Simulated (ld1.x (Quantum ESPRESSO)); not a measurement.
**Before and after: TM potential for aluminium (Al)**

* Element: Al
* Generator: ld1.x (Quantum ESPRESSO) 7.5
* Type: norm-conserving Troullier–Martins (Kleinman–Bylander form)
* Functional: PBE
* Relativity: scalar-relativistic
* Frozen core: [Ne]
* Valence charge: 3
* Reference configuration: 3s2 3p1
* Partial waves: 3s (bound): rc 1.85 bohr; 3p (bound): rc 2.60 bohr
* Local potential: the p channel
* Core correction: Bessel-smoothed model core inside 1.30 bohr

Change: wave 3p (bound): rc 2.60 bohr becomes 3p (bound): rc 3.16 bohr.

Cutoffs: the cutoffs (Ry, on a coarse ladder) from which the occupation-weighted sum of valence levels, in a spherical-Bessel basis at the reference potential, stays within 10 and 1 mRy of its value at 400 Ry; they do not see the model core or the augmentation charge, which bear on the density cutoff. Errors are all-electron minus pseudo energies relative to the spin-unpolarised reference configuration.

Question: What does the change do?

Answer: The potential gets neither clearly harder nor softer (10 Ry and 30 Ry → 10 Ry and 30 Ry); of the 7 tests that both files solve, the error grows in 1 and shrinks in 3 by more than 15 % and 0.3 meV (median size 0.9 → 0.4 meV); neither file shows a bound ghost.

| quantity | base | changed |
| --- | --- | --- |
| cutoff, loose | 10 Ry | 10 Ry |
| cutoff, tight | 30 Ry | 30 Ry |
| bound ghosts | none | none |
| error for 3s2 3p0, meV [ΔE 5.76 eV] | +0.2 | -0.5 |
| error for 3s1 3p0, meV [ΔE 24.99 eV] | +5.0 | -0.4 |
| error for 3s2 3p0.5, meV [ΔE 2.09 eV] | 0.0 | 0.0 |
| error for 3s1 3p1, meV [ΔE 11.57 eV] | +0.9 | +3.3 |
| error for 3s2 3p1.3, meV [ΔE -0.57 eV] | 0.0 | +0.1 |
| error for 3s0 3p3, meV [ΔE 10.45 eV] | -7.0 | +2.1 |
| error for 3s1 3p2, meV [ΔE 5.14 eV] | -1.9 | +0.2 |
